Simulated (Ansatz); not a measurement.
Two members of one family (Oligo(pyridine), donor-acceptor), computed with Ansatz in the gas phase. The two geometries come from different levels. Binding counts from free atoms in the multiplicity of their measured ground term, without zero-point energy. The structures are stationary points that may keep the symmetry of their start.

First: CN(C)c1ccc(-c2ccc(-c3ccc(-c4ccc(C#N)nc4)nc3)nc2)nc1 (singlet, charge 0, PBE-D4/def2-SVP geometry).

```tsv
atom	x (Å)	y (Å)	z (Å)
C1	3.271	-4.056	-6.441
N2	3.921	-2.925	-5.808
C3	5.194	-2.442	-6.308
C4	3.332	-2.305	-4.729
C5	3.925	-1.194	-4.070
C6	3.276	-0.608	-2.985
C7	2.034	-1.114	-2.540
C8	1.289	-0.535	-1.403
C9	1.749	0.555	-0.632
C10	0.975	1.040	0.422
C11	-0.268	0.433	0.709
C12	-1.153	0.893	1.803
C13	-2.419	0.297	1.987
C14	-3.253	0.741	3.013
C15	-2.816	1.785	3.859
C16	-3.646	2.321	4.964
C17	-4.952	1.868	5.247
C18	-5.663	2.429	6.310
C19	-5.040	3.443	7.071
C20	-5.748	4.045	8.176
N21	-6.348	4.518	9.068
N22	-3.792	3.895	6.821
C23	-3.130	3.346	5.802
N24	-1.599	2.353	3.694
C25	-0.809	1.922	2.712
N26	-0.716	-0.614	-0.024
C27	0.029	-1.072	-1.028
N28	1.468	-2.171	-3.167
C29	2.075	-2.738	-4.201
H30	3.895	-4.414	-7.279
H31	2.271	-3.790	-6.851
H32	3.129	-4.906	-5.736
H33	5.136	-1.384	-6.651
H34	5.507	-3.059	-7.170
H35	5.998	-2.502	-5.538
H36	4.888	-0.788	-4.405
H37	3.747	0.250	-2.487
H38	2.715	1.034	-0.852
H39	1.338	1.893	1.013
H40	-2.714	-0.513	1.305
H41	-4.237	0.272	3.151
H42	-5.423	1.080	4.643
H43	-6.682	2.098	6.557
H44	-2.112	3.716	5.598
H45	0.171	2.425	2.641
H46	-0.361	-1.926	-1.605
H47	1.549	-3.594	-4.657
```

```tsv
level	HOMO (eV)	LUMO (eV)	gap (eV)	binding per atom (eV)
PBE-D4/def2-SVP	-5.02	-3.07	1.95	5.47
PBE0-D4/def2-SVP	-5.85	-2.46	3.39	5.32
```

Second: CN(C)c1ccc(-c2ccc(-c3ccc(-c4ccc(-c5ccc(-c6ccc(C#N)nc6)nc5)nc4)nc3)nc2)nc1 (singlet, charge 0, r2SCAN-D4/def2-SVP geometry).

Cartesian coordinates in Å:
```
C -8.248 -7.672 5.431
N -8.598 -6.766 4.358
C -9.945 -6.744 3.833
C -7.632 -5.981 3.783
C -7.907 -5.109 2.702
C -6.890 -4.328 2.171
C -5.589 -4.401 2.705
C -4.463 -3.593 2.200
C -3.167 -3.770 2.720
C -2.116 -3.002 2.236
C -2.360 -2.051 1.225
C -1.298 -1.196 0.657
C -1.620 -0.166 -0.245
C -0.615 0.637 -0.765
C 0.721 0.409 -0.377
C 1.847 1.230 -0.869
C 3.174 0.865 -0.577
C 4.223 1.643 -1.047
C 3.942 2.793 -1.813
C 5.004 3.667 -2.350
C 6.365 3.327 -2.349
C 7.302 4.214 -2.866
C 6.867 5.449 -3.385
C 7.796 6.455 -3.943
C 7.291 7.631 -4.525
C 8.171 8.572 -5.045
C 9.550 8.309 -4.966
C 10.492 9.260 -5.496
N 11.230 10.047 -5.933
N 10.056 7.195 -4.411
C 9.200 6.307 -3.920
N 5.561 5.774 -3.401
C 4.672 4.922 -2.909
N 2.673 3.156 -2.077
C 1.676 2.408 -1.625
N 1.035 -0.589 0.469
C 0.069 -1.355 0.959
N -3.600 -1.871 0.733
C -4.600 -2.608 1.201
N -5.323 -5.241 3.722
C -6.283 -5.992 4.237
H -7.819 -7.136 6.295
H -7.515 -8.436 5.111
H -9.151 -8.192 5.773
H -10.383 -5.730 3.875
H -10.580 -7.407 4.435
H -9.991 -7.088 2.783
H -8.909 -5.044 2.274
H -7.117 -3.668 1.332
H -3.018 -4.515 3.505
H -1.115 -3.137 2.653
H -2.667 -0.025 -0.520
H -0.867 1.430 -1.472
H 3.346 -0.032 0.023
H 5.252 1.366 -0.808
H 6.703 2.363 -1.961
H 8.358 3.940 -2.871
H 6.209 7.775 -4.550
H 7.812 9.497 -5.503
H 9.660 5.419 -3.470
H 3.619 5.218 -2.939
H 0.670 2.772 -1.865
H 0.401 -2.155 1.631
H -5.581 -2.397 0.758
H -5.983 -6.651 5.059
```

Question: Estimate the same table for the second.

Answer: 
```
           level  HOMO (eV)  LUMO (eV)  gap (eV)  binding per atom (eV)
 PBE-D4/def2-SVP      -4.97      -3.18      1.79                   5.56
PBE0-D4/def2-SVP      -5.81      -2.57      3.24                   5.41
```
